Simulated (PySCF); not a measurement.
# Electron correlation in B (boron, neutral)

[He] 2s2 2p1, 2P determinant. All numbers are calculated (PySCF 2.14, scalar relativity by spin-free X2C-1e, in aug-cc-pCVTZ-DK (7s6p4d2f, 59 functions)). Frozen: 1s2; 3 electrons correlated.

MP2 pair energies summed by pair of shells (mhartree):

| pair | energy | share (%) |
| --- | --- | --- |
| 2s-2s | -25.28 | 56.0 |
| 2s-2p | -19.86 | 44.0 |

Total MP2 correlation energy: -45.14 mhartree.

Same-spin part -3.33 and opposite-spin part -41.81 mhartree; SCS-MP2 scales them by 1/3 and 6/5 to -51.29 mhartree.
